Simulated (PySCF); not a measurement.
Ionisation energy of Ni⁹⁺ by level of theory

Ni⁹⁺ [Ar] 3d1 [3d3/2^1, M_J = 3/2] → Ni¹⁰⁺ [Ar], as a difference of total energies. All numbers are calculated (PySCF 2.14, the two-component X2C-1e Hamiltonian, in an uncontracted even-tempered set (17 s from 0.53 bohr⁻², ratio 2.8; 12 p from 0.69 bohr⁻², ratio 2.8; 8 d from 0.69 bohr⁻², ratio 2.8; 4 f from 2 bohr⁻², ratio 3)). Correlated levels: [Ne] frozen; the 76 highest virtual spinors dropped. "Screened" scales the spin-orbit matrix elements by Boettger's factors to mimic the two-electron term; Breit and QED terms are absent.

```csv
method,ionisation energy (eV)
GHF (spin-free),223.32
GMP2 (spin-free),223.64
GHF (screened spin-orbit),223.55
GMP2 (screened spin-orbit),223.89
```

**Question.** How much does correlation contribute at GMP2 (screened spin-orbit)?

**Answer.** 223.89 − (223.55) = 0.34 eV, measured against GHF (screened spin-orbit).

For comparison: 224.7 ± 0.5 eV (semi-empirical (NIST evaluation); NIST Atomic Spectra Database, ionization energies).
